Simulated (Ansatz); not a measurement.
A nudged elastic band was laid between two geometries of AsH3 + CH7NSi (14 atoms, charge 0, multiplicity 1).

All numbers below come from Ansatz 0.2.0, RHF/def2-SVP.

| Item | Value |
| --- | --- |
| movable images | 7 |
| climbing image | yes |
| spring | 5.0 eV/Å² |
| optimiser | quadratic models (default) |
| start path | through a guess of the saddle point |
| force threshold | 0.03 eV/Å |
| iteration limit | 60 |
| end points | relaxed |

Image 0:

```xyz
14
Properties=species:S:1:pos:R:3
Si -0.714 -0.839 1.032
N 0.559 0.297 1.312
H -0.646 -1.850 2.117
H -0.593 -1.583 -0.255
C -2.367 0.057 1.032
H 2.204 0.119 -1.476
As 2.822 0.065 -2.852
H 0.620 1.153 0.795
H 1.463 0.000 1.622
H -2.410 0.800 0.231
H -3.191 -0.644 0.876
H -2.530 0.574 1.981
H 1.526 0.340 -3.573
H 3.259 1.511 -2.841
```

Image 8:

```xyz
14
Properties=species:S:1:pos:R:3
Si -0.603 -1.229 -0.596
N 1.714 1.435 1.859
H 0.358 -1.708 0.426
H -1.328 -2.405 -1.136
C -1.811 0.005 0.168
H 1.461 2.120 1.168
As 0.522 -0.204 -2.439
H 0.882 1.196 2.371
H 2.022 0.610 1.375
H -2.519 0.373 -0.578
H -2.380 -0.462 0.975
H -1.276 0.861 0.583
H 1.390 0.689 -1.584
H 1.568 -1.281 -2.593
```

Which bonds break or form, and what moves?

Bonds broken: Si1–N2, H6–As7. Bonds formed: Si1–As7, N2–H6. AsH3 + CH7NSi becomes CH7AsSi + H3N.

What energy profile does the band end with?

The run converged. The highest image is number 4 of 0 to 8, 1.95 eV above the first end and 1.65 eV above the last; the last end lies 0.30 eV above the first. Neighbouring images differ by up to 1.8 eV, so the band resolves the path poorly. A vibrational analysis at the climbing image gives one clearly imaginary mode, 164i cm⁻¹: a first-order saddle point. The orbitals stay closed-shell, which can raise the energy where a bond breaks towards radicals; this wasn't checked here.

```csv
image,path coordinate (Å),energy (eV),Si1–N2 (Å),H6–As7 (Å),Si1–As7 (Å)
0,0.00,0.00,1.73,1.51,5.33
1,1.81,0.01,1.73,1.51,5.08
2,3.61,0.03,1.73,1.51,4.75
3,5.42,0.15,1.73,1.51,4.04
4,7.23,1.95,1.91,2.50,3.22
5,8.78,1.35,2.50,2.89,2.51
6,10.33,0.36,3.31,3.50,2.40
7,11.87,0.31,4.28,4.08,2.39
8,13.42,0.30,4.30,4.39,2.39
```

What is the geometry of the highest image?


```xyz
14
Properties=species:S:1:pos:R:3:forces:R:3
Si -0.282 -0.861 0.590 0.00 -0.01 0.00
N 1.181 0.316 0.942 -0.01 0.03 -0.02
H -0.409 -1.234 2.039 0.00 0.00 0.00
H 0.187 -2.083 -0.065 0.00 0.00 0.00
C -1.903 -0.026 0.167 0.01 0.00 0.02
H 1.471 0.626 0.006 0.00 -0.02 0.02
As 0.647 0.185 -2.307 0.00 0.00 0.01
H 0.915 1.118 1.498 0.00 0.00 0.01
H 1.946 -0.150 1.411 0.00 0.00 -0.01
H -2.143 -0.129 -0.888 0.00 0.00 0.00
H -2.699 -0.463 0.776 0.00 0.00 0.00
H -1.855 1.041 0.398 0.00 0.00 -0.01
H 0.788 1.701 -2.227 0.00 0.00 0.00
H 2.155 -0.040 -2.340 0.00 0.00 0.00
```

The band took 47 iterations and roughly 25 core-minutes.

The run took 13 min on 2 threads of Arm Neoverse V1, with other jobs on the host, peak memory 0.35 GiB.
